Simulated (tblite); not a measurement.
C4HF2N2 (doublet state).
Numbering: `[F:1][c:2]1[c:3][cH:4][n:5][c:6]([F:7])[n:8]1` (hydrogens: H9 on C4)

Computed with GFN2-xTB (tblite): harmonic, unscaled wavenumbers at the GFN2-xTB geometry, gas phase. Errors from tens to a few hundred cm⁻¹ against measured bands are possible. Open shells enter through the occupations alone, without spin polarisation, and single modes of such species can be off by tens of per cent.

Harmonic wavenumbers (cm⁻¹): 189.4, 220.3, 314.8, 392.8, 468.7, 488.2, 538.4, 610.0, 706.4, 725.8, 876.0, 998.9, 1025.4, 1194.0, 1225.2, 1315.2, 1361.3, 1412.1, 1486.6, 1579.7, 3085.3.

A = 4075, B = 1965, C = 1326 MHz; mass 115.011 u (most abundant isotopes); point group Cs, symmetry number 1; spin multiplicity 2.

Zero-point energy?

½Σν̃ = 10107 cm⁻¹ = 120.91 kJ/mol.

What is S at 200 K and 1 bar for an ideal gas of classical rigid rotors and harmonic oscillators?

Translation 159.73, rotation 111.36, vibration 21.45, spin (R ln 2) 5.76: S = 298.3 J/(mol K).

And Cp and H(200 K) − H(0)?

Cp = 72.79 J/(mol K), of which vibrations give 39.53 (their classical limit is 21 R = 174.6); H(200 K) − H(0) = 9.59 kJ/mol without the zero-point energy, 2.94 from vibrations.

Which modes carry the vibrational entropy at 200 K?

189.4 cm⁻¹: 6.36; 220.3 cm⁻¹: 5.30; 314.8 cm⁻¹: 3.09; 392.8 cm⁻¹: 1.99; 468.7 cm⁻¹: 1.29; 488.2 cm⁻¹: 1.15 J/(mol K); the other 15 give 2.27 together.

How do the functions run with temperature in this model?

| T (K) | S (J/(mol K)) | Cp (J/(mol K)) | H − H(0) (kJ/mol) | G − H(0) (kJ/mol) | ln q(vib) |
| --- | --- | --- | --- | --- | --- |
| 150 | 279.4 | 59.2 | 6.29 | -35.62 | 0.41 |
| 250 | 316.0 | 85.7 | 13.56 | -65.43 | 1.29 |
| 298.15 | 332.1 | 97.4 | 17.97 | -81.03 | 1.79 |
| 400 | 363.8 | 119.1 | 29.03 | -116.49 | 2.96 |
| 600 | 418.4 | 149.5 | 56.15 | -194.88 | 5.37 |
| 900 | 484.2 | 173.8 | 105.11 | -330.69 | 8.88 |

q(vib) and H(0) count from the zero-point level.

Hindered rotation and anharmonicity are outside this model.
